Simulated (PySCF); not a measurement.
# GaB: script and output

Input:

```python
from pyscf import gto, dft, tdscf

mol = gto.M(
    atom='Ga 0 0 0; B 0 0 2.02',
    basis='cc-pvdz-dk',
    charge=0,
    spin=2,
    verbose=4,
)
mf = dft.UKS(mol, xc='revpbe')
mf = mf.sfx2c1e()
mf = mf.density_fit(auxbasis='def2-universal-jkfit')
mf.kernel()
td = tdscf.TDDFT(mf)
td.nstates = 6
td.kernel()
td.analyze()
mf.dip_moment()
print('orbital energies (hartree):', [e[max(0, n-3):n+3].round(4) for e, n in zip(mf.mo_energy, mol.nelec)])
```

```bash
$ OMP_NUM_THREADS=1 python input.py
```

Output (some set-up lines and the per-cycle HOMO/LUMO lines with their warnings removed):

```
PySCF version 2.14.0

[INPUT] verbose = 4
[INPUT] num. atoms = 2
[INPUT] num. electrons = 36
[INPUT] charge = 0
[INPUT] spin (= nelec alpha-beta = 2S) = 2
[INPUT] symmetry False subgroup None
[INPUT] Mole.unit = angstrom
[INPUT] Symbol           X                Y                Z      unit          X                Y                Z       unit  Magmom
[INPUT]  1 Ga     0.000000000000   0.000000000000   0.000000000000 AA    0.000000000000   0.000000000000   0.000000000000 Bohr   0.0
[INPUT]  2 B      0.000000000000   0.000000000000   2.020000000000 AA    0.000000000000   0.000000000000   3.817246771621 Bohr   0.0

nuclear repulsion = 40.6051820260396
number of shells = 11
number of NR pGTOs = 103
number of NR cGTOs = 41
basis = cc-pvdz-dk
ecp = {}

******** <class 'pyscf.df.df_jk.DFsfX2C1eUKS'> ********
method = DFsfX2C1eUKS
initial guess = minao
damping factor = 0
level_shift factor = 0
DIIS = <class 'pyscf.scf.diis.CDIIS'>
diis_start_cycle = 1
diis_space = 8
diis_damp = 0
SCF conv_tol = 1e-09
SCF conv_tol_grad = None
SCF max_cycles = 50
direct_scf = False
number electrons alpha = 19  beta = 17
XC library pyscf.dft.libxc version 7.0.0
    S. Lehtola, C. Steigemann, M. J.T. Oliveira, and M. A.L. Marques.,  SoftwareX 7, 1–5 (2018)
XC functionals = revpbe
    Y. Zhang and W. Yang.,  Phys. Rev. Lett. 80, 890 (1998)
    J. P. Perdew, K. Burke, and M. Ernzerhof.,  Phys. Rev. Lett. 77, 3865 (1996)
    J. P. Perdew, K. Burke, and M. Ernzerhof.,  Phys. Rev. Lett. 78, 1396 (1997)
radial grids:
    Treutler-Ahlrichs [JCP 102, 346 (1995); DOI:10.1063/1.469408] (M4) radial grids

becke partition: Becke, JCP 88, 2547 (1988); DOI:10.1063/1.454033
pruning grids: <function nwchem_prune>
grids dens level: 3
symmetrized grids: False
atomic radii adjust function: <function treutler_atomic_radii_adjust>
small_rho_cutoff = 0

******** <class 'pyscf.x2c.sfx2c1e.SpinFreeX2CHelper'> ********
approx = 1e
xuncontract = 1
Set gradient conv threshold to 3.16228e-05
tot grids = 34952
init E= -1968.43775780983

cycle= 1 E= -1968.34382218985  delta_E= 0.0939  |g|= 0.221  |ddm|= 0.911
cycle= 2 E= -1968.1244104047  delta_E= 0.219  |g|= 0.461  |ddm|= 0.787
cycle= 3 E= -1968.29643566227  delta_E= -0.172  |g|= 0.252  |ddm|= 0.892
cycle= 4 E= -1968.37127525624  delta_E= -0.0748  |g|= 0.036  |ddm|= 0.29
cycle= 5 E= -1968.37276416781  delta_E= -0.00149  |g|= 0.00914  |ddm|= 0.0396
cycle= 6 E= -1968.37286922044  delta_E= -0.000105  |g|= 0.00231  |ddm|= 0.0134
cycle= 7 E= -1968.37287883705  delta_E= -9.62e-06  |g|= 0.000888  |ddm|= 0.00456
cycle= 8 E= -1968.37288551766  delta_E= -6.68e-06  |g|= 0.000751  |ddm|= 0.00693
cycle= 9 E= -1968.37288933711  delta_E= -3.82e-06  |g|= 0.000384  |ddm|= 0.00857
cycle= 10 E= -1968.37288957959  delta_E= -2.42e-07  |g|= 4.35e-05  |ddm|= 0.00125
cycle= 11 E= -1968.37288958222  delta_E= -2.63e-09  |g|= 4.35e-06  |ddm|= 0.000129
cycle= 12 E= -1968.37288958226  delta_E= -3.55e-11  |g|= 2.24e-07  |ddm|= 2.09e-05
Extra cycle  E= -1968.37288958226  delta_E= 6.82e-13  |g|= 2.18e-07  |ddm|= 8.04e-07
converged SCF energy = -1968.37288958226  <S^2> = 2.0131005  2S+1 = 3.008721

******** <class 'pyscf.tdscf.uks.CasidaTDDFT'> for <class 'pyscf.df.df_jk.DFsfX2C1eUKS'> ********
nstates = 6
deg_eia_thresh = 1.000e-03
wfnsym = None
conv_tol = 1e-05
eigh lindep = 1e-12
eigh level_shift = 0
eigh max_cycle = 100

Excitation energies (eV)
[1.73253726 2.91731707 2.91731939 3.14638898 3.32029651 3.32393792]

** Excitation energies and oscillator strengths **
Excited State   1:      1.73254 eV    715.62 nm  f=0.0008
      17a ->   20a      0.58683
      18a ->   21a      0.11957
      19a ->   22a      0.11957
      17b ->   18b     -0.84375
Excited State   2:      2.91732 eV    424.99 nm  f=0.0000
      18a ->   21a      0.52326
      18a ->   22a     -0.47602
      19a ->   21a     -0.47602
      19a ->   22a     -0.52326
Excited State   3:      2.91732 eV    424.99 nm  f=0.0000
      18a ->   21a     -0.47602
      18a ->   22a     -0.52326
      19a ->   21a     -0.52326
      19a ->   22a      0.47602
Excited State   4:      3.14639 eV    394.05 nm  f=0.0000
      18a ->   21a      0.10533
      18a ->   22a      0.69922
      19a ->   21a     -0.69922
      19a ->   22a      0.10533
Excited State   5:      3.32030 eV    373.41 nm  f=0.0003
      17a ->   20a     -0.57042
      18a ->   21a      0.54964
      19a ->   22a      0.54964
      17b ->   18b     -0.23081
Excited State   6:      3.32394 eV    373.00 nm  f=0.0000
      17b ->   19b      0.99156

** Transition electric dipole moments (AU) **
state          X           Y           Z        Dip. S.      Osc.
  1        -0.0000      0.0000      0.1332      0.0178      0.0008
  2        -0.0000     -0.0000      0.0000      0.0000      0.0000
  3        -0.0000     -0.0000     -0.0000      0.0000      0.0000
  4         0.0000      0.0000     -0.0000      0.0000      0.0000
  5         0.0000      0.0000     -0.0592      0.0035      0.0003
  6        -0.0018     -0.0093     -0.0000      0.0001      0.0000

** Transition velocity dipole moments (imaginary part, AU) **
state          X           Y           Z        Dip. S.      Osc.
  1        -0.0000      0.0000      0.0108      0.0001      0.0012
  2        -0.0000     -0.0000      0.0000      0.0000      0.0000
  3        -0.0000     -0.0000     -0.0000      0.0000      0.0000
  4         0.0000     -0.0000     -0.0000      0.0000      0.0000
  5         0.0000      0.0000      0.0027      0.0000      0.0000
  6        -0.0006     -0.0032      0.0000      0.0000      0.0001

** Transition magnetic dipole moments (imaginary part, AU) **
state          X           Y           Z
  1        -0.0000     -0.0000     -0.0000
  2         0.0000      0.0000      0.0000
  3        -0.0000      0.0000     -0.0000
  4        -0.0000     -0.0000      0.0000
  5         0.0000      0.0000     -0.0000
  6        -0.8837      0.1699      0.0000
Dipole moment(X, Y, Z, Debye):  0.00000, -0.00000, -1.70105
orbital energies (hartree): [array([-0.2791, -0.1724, -0.1724, -0.1528, -0.0568, -0.0568]), array([-0.7166, -0.3946, -0.2474, -0.1371, -0.1179, -0.1179])]
```

In short: E(SCF) = -1968.372890 Eh, 12 cycles, ⟨S²⟩ = 2.013, μz(SCF) = -1.70 D, first excitations without spin–orbit coupling 1.73, 2.92, 2.92, 3.15, 3.32 eV.

Run time: 21 s on 1 thread of Arm Neoverse V2 (shared host).

The bond length is a typed value, not an optimised one. No search for the lowest solution was made.
